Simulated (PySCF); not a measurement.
## Shapes and spin states of PtH₃

Computed with PySCF, PBE0, basis Pt def2-TZVP with ECP60, H def2-TZVP (scalar-relativistic core potentials, no spin–orbit coupling, density fitting).

Relaxations began from a few typed shapes and spin states; open shells are unrestricted. The search is not exhaustive: other isomers or separated fragments can lie lower, and high-lying points may rest on an excited occupation.

| spin | group | bonds | angles | imaginary modes (cm⁻¹) | ΔE (kJ/mol) | ΔE with ZPE (kJ/mol) |
| --- | --- | --- | --- | --- | --- | --- |
| doublet | Cs | Pt–H 1.504 Å, Pt–H 1.596 Å (×2) | H–Pt–H 85.9° (×2), H–Pt–H 131.8° | none | 0.0 | 0.0 |
| doublet | Cs | Pt–H 1.536 Å (×2), Pt–H 1.620 Å | H–Pt–H 72.3°, H–Pt–H 116.3° (×2) | 469i | 8.3 | – |
| doublet | C2v | Pt–H 1.512 Å, Pt–H 1.598 Å (×2) | H–Pt–H 68.5° (×2), H–Pt–H 137.0° | 669i | 31.4 | – |
| doublet | C2v | Pt–H 1.550 Å (×2), Pt–H 1.648 Å | H–Pt–H 88.2°, H–Pt–H 135.9° (×2) | 917i | 63.9 | – |
| quartet | D3h | Pt–H 1.638 Å (×3) | H–Pt–H 120.0° (×3) | none | 216.7 | 211.5 |
| quartet | C2v | Pt–H 1.602 Å (×2), Pt–H 1.689 Å | H–Pt–H 66.9° (×2), H–Pt–H 133.8° | none | 276.9 | 270.4 |

The lowest minimum found is the doublet Cs: Pt–H 1.504 Å, Pt–H 1.596 Å (×2); H–Pt–H 85.9° (×2), H–Pt–H 131.8°.

Formally Pt is in oxidation state +3, d7, with 1 unpaired electron (the high-spin count would be 3). The Mulliken spin on Pt is 0.51. The polar-tensor charge on Pt, 0.25, is far below the formal one.

For the lowest minimum: other spin states or occupations of the open shell can lie lower. With an element this heavy the missing spin–orbit coupling can shift these numbers.
